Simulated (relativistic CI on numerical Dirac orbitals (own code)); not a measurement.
# Ligand-field terms of d3

Computed with a parametric ligand-field model of a d^n configuration (Racah B and C, spin-orbit zeta, crystal field), exact diagonalisation.

Field parameters in Wybourne normalisation: Oh B⁴₀ = 21Dq, B⁴₄ = √(5/14) B⁴₀; Td as Oh with Dq negative (B⁴₀ = 21Dq, B⁴₄ = √(5/14) B⁴₀). The field is a parameter set, without covalency.

Q: Lowest levels for B = 430, C = 1580, ζ = 4350 cm⁻¹, Oh, 10Dq = 39700 cm⁻¹?

A: Γ8 0 (S 1.36), Γ8 7753 (S 0.70), Γ8 9975 (S 0.52), Γ6 10626 (S 0.52), Γ7 16208 (S 0.54), Γ8 19806 (S 0.61), Γ7 39999 (S 1.46), Γ8 40558 (S 1.42), Γ8 41166 (S 1.40) cm⁻¹, with S from ⟨S²⟩ = S(S + 1). The ground level has 0.04 electrons in the cubic e pair; its S is far from a half-integer, so spin-orbit coupling mixes spin states.

Q: Lowest levels for B = 430, C = 2060, ζ = 650 cm⁻¹, Oh, 10Dq = 20350 cm⁻¹?

A: Γ8 0 (S 1.50), Γ8 9513 (S 0.51), Γ8 9770 (S 0.50), Γ6 9945 (S 0.50), Γ8 15167 (S 0.52), Γ7 15316 (S 0.51), Γ7 20141 (S 1.50), Γ8 20313 (S 1.49), Γ8 20545 (S 1.49) cm⁻¹, with S from ⟨S²⟩ = S(S + 1). The ground level has 0.00 electrons in the cubic e pair.

Q: Lowest levels for B = 830, C = 3500, ζ = 460 cm⁻¹, Oh, 10Dq = 33900 cm⁻¹?

A: Γ8 0 (S 1.50), Γ8 16904 (S 0.50), Γ8 17517 (S 0.50), Γ6 17620 (S 0.50), Γ8 26628 (S 0.50), Γ7 26816 (S 0.50), Γ7 33727 (S 1.50), Γ8 33847 (S 1.50), Γ8 34028 (S 1.50) cm⁻¹, with S from ⟨S²⟩ = S(S + 1). The ground level has 0.00 electrons in the cubic e pair.

Q: Lowest levels for B = 760, C = 3770, ζ = 830 cm⁻¹, Td, 10Dq = -7850 cm⁻¹?

A: Γ8 0 (S 1.49), Γ7 240 (S 1.50), Γ8 1123 (S 1.50), Γ6 1760 (S 1.50), Γ7 7370 (S 1.49), Γ8 7401 (S 1.49), Γ6 7929 (S 1.49), Γ8 7998 (S 1.48), Γ8 10057 (S 0.55) cm⁻¹, with S from ⟨S²⟩ = S(S + 1). The ground level has 1.91 electrons in the cubic e pair.

Q: Lowest levels for B = 870, C = 3250, ζ = 580 cm⁻¹, Td, 10Dq = -8050 cm⁻¹?

A: Γ8 0 (S 1.49), Γ7 129 (S 1.50), Γ8 769 (S 1.50), Γ6 1209 (S 1.50), Γ7 7307 (S 1.50), Γ8 7356 (S 1.49), Γ6 7698 (S 1.50), Γ8 7704 (S 1.44), Γ8 8472 (S 0.61) cm⁻¹, with S from ⟨S²⟩ = S(S + 1). The ground level has 1.91 electrons in the cubic e pair.
